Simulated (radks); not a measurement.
Tc+, configuration [Kr] 4d5 5s1 (the NIST ground configuration). Method: non-relativistic Kohn-Sham, PBE, spin-polarised, spherical densities, point nucleus; open shells are filled with parallel spins first (spin-orbit coupling, left out, can overturn this in heavy ions); relativity is left out, which matters for an element this heavy; computed with a radial shooting solver on a logarithmic mesh with Libxc functionals. Some entries of the table are withheld. Estimate them.

orbital,occ.,eigenvalue (eV),<r^2> (bohr^2)
1s up,1,-20326.22,0.001681
1s down,1,-20326.21,0.001681
2s up,1,-2855.478,0.02813
2s down,1,-2854.798,0.02813
2p up,3,-2636.853,0.02139
2p down,3,-2636.356,0.02139
3s up,1,-501.5204,0.2090
3s down,1,-501.1808,0.2089
3p up,3,-416.6698,0.2066
3p down,3,-416.2739,0.2064
3d up,5,-260.9696,0.1904
3d down,5,-260.3546,0.1901
4s up,1,(1),1.343
4s down,1,(2),1.327
4p up,3,-53.2288,1.613
4p down,3,-49.5806,1.594
4d up,5,(3),3.221
4d down,0,(4),3.335
5s up,1,-11.6758,10.53

Answer. 
(1) 4s up eigenvalue (eV): -77.9030
(2) 4s down eigenvalue (eV): -74.4641
(3) 4d up eigenvalue (eV): -15.7450
(4) 4d down eigenvalue (eV): -11.8836
